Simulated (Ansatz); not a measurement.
Consider the atomization: `[SH][Ge]([SH])([SH])[SH]` → Ge• + 4 H• + 4 S•.

Isolated molecules relaxed with PBE0-D4/def2-TZVP in Ansatz; ΔE leaves out vibrations. CCSD(T)/CBS is the MP2 limit (def2-TZVPP, def2-QZVPP) plus CCSD(T) − MP2 in def2-TZVPP, frozen cores. This one scheme is used for every species, atoms too. Functionals use def2-TZVPP. Open shells (•) are unrestricted, without spin–orbit coupling. Spin–orbit coupling would lower the free atoms: a little for S; clearly for Ge. Bonds to Ge are less sure, by a few kJ/mol each and by 10 to 20 or more in all where they break to atoms, as the def2 sets lack core-valence functions. Scalar relativity is left out up to krypton. One conformer a species, not always the lowest.

`[SH][Ge]([SH])([SH])[SH]`:

```xyz
9

S    -1.966    0.927    0.419
Ge    0.000    0.000    0.000
S     1.261    1.561   -0.935
S    -0.382   -1.770   -1.273
S     1.087   -0.718    1.790
H    -2.503   -0.222    0.866
H     0.346    1.849   -1.878
H     0.908   -2.147   -1.276
H     1.248    0.521    2.288
```

| level | ΔE (kJ/mol) |
| --- | --- |
| B2PLYP | 2532.4 |
| revPBE | 2500.1 |
| r2SCAN0 | 2568.0 |
| CCSD/def2-SVP | 2294.6 |
| HF/def2-TZVPP | 1742.6 |
| HF/def2-QZVPP | 1741.3 |
| MP2/CBS(def2) | 2650.6 |
| CCSD/CBS(def2) | 2549.2 |

**Question.** What does CCSD(T)/CBS give? (Best estimate.)

**Answer.** The calculation gave: +2611.4 kJ/mol. The listed levels differ from it by -79.0, -111.3, -43.4, -316.8, -868.8, -870.1, 39.2, -62.2 kJ/mol.

Largest T1 diagnostic among the species: 0.011.

At CCSD(T), def2-SVP lies −274.1 kJ/mol from the extrapolated value and def2-TZVPP −87.2 kJ/mol: correlation converges slowly with the basis, and small sets miss more of it in the bonded molecule than in its fragments. From BLYP to BHLYP (50 % exact exchange), in def2-TZVPP and without D4, ΔE moves by −39.7 kJ/mol: exact exchange takes away binding that semilocal exchange gives to molecules. Leaving LDA and LC-ωPBE aside and taking each functional with its dispersion term where it has one, the values, not all of them listed here, spread over 159.0 kJ/mol, from BHLYP-D4 to B97M-V. LDA lies +422.8 kJ/mol from PBE without D4, its usual overbinding.

For atomizations the MP2-based limit and the directly extrapolated one differ by several kJ/mol either way, and by 10 to 25 for some Ge, Se and Sn compounds, so smaller differences from it don't rank the levels.
